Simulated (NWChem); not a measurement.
# CH3CdFN2; SMILES [F][Cd]1[NH]C=[NH]->1

```xyz
8

Cd     0.0000    -0.4257     0.0000
F      0.0000    -2.3928     0.0000
C     -0.0004     2.2160     0.0000
N      0.0005     1.5203    -1.1279
N      0.0005     1.5203     1.1279
H     -0.0035     3.3289     0.0000
H      0.0001     2.0292    -2.0134
H      0.0001     2.0292     2.0134
```
Atoms are numbered in this order, from 1.

Program: NWChem. Medium grid unless said otherwise, to which SCAN and Minnesota functionals are sensitive. Geometry: optimised at PBE-D3(BJ)/def2-SVP. No frequency run checked for a minimum. def2 effective core potentials on Cd; no spin-orbit coupling. Hybrids' shares of exact exchange are those that their runs print; pure functionals count as 0. The functionals differ in more than this share.

```csv
row,share of exact exchange,highest occupied level (eV)
PBE/def2-SVP,0.00,-5.39
BLYP/def2-SVP,0.00,-5.21
TPSSh/def2-SVP,0.10,-5.91
B3LYP/def2-SVP,0.20,-6.40
B3PW91/def2-SVP,0.20,-6.46
MPW1K/def2-SVP,0.43,-7.63
BHandHLYP/def2-SVP,0.50,-7.79
M06-2X/def2-SVP,0.54,withheld
```

Question: Fit a straight line of the last column on the one before it, predict the withheld value, and compare with the run.

Answer: 
1. Means of the 7 shown rows: x = 0.204, y = -6.399. Slope Σ(x − x̄)(y − ȳ)/Σ(x − x̄)² = -1.189/0.2328 = -5.108; intercept -5.355.
2. The shown rows scatter about the line by 0.086 (root mean square); the largest residual is +0.15, at BLYP/def2-SVP.
3. At x = 0.54 (M06-2X/def2-SVP; beyond the shown range) the line gives -8.11.
4. The run gives -7.86, +0.25 from the line, 2.9 times the scatter.
